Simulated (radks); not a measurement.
Results of a calculation; reference values are marked as such.
All-electron atom: Ir4+ in [Xe] 4f14 5d5. Code: a radial shooting solver on a logarithmic mesh with Libxc functionals. Model: non-relativistic Kohn-Sham, LDA (Slater exchange, Perdew-Wang correlation), spin-polarised, spherical densities, point nucleus; open shells are filled with parallel spins first (spin-orbit coupling, left out, can overturn this in heavy ions); relativity is left out, which matters for an element this heavy.

Normalised radial functions P(r) = r R(r), r in bohr:

r,5d down
0.002015,0.0000
0.003104,0.0001
0.004743,0.0004
0.007247,0.0012
0.01107,0.0038
0.01692,0.0117
0.02586,0.0335
0.03951,0.0851
0.06038,0.1808
0.09226,0.2872
0.141,0.2572
0.2154,-0.0654
0.3292,-0.4324
0.503,-0.2358
0.7686,0.4830
1.175,0.9200
1.795,0.7019
2.743,0.2602
4.191,0.0367

5d down (empty): eigenvalue -49.730 eV, 2 radial nodes at r = 0.202, 0.586 bohr, <r> = 1.47 bohr, 90 % of the charge inside 2.20 bohr.
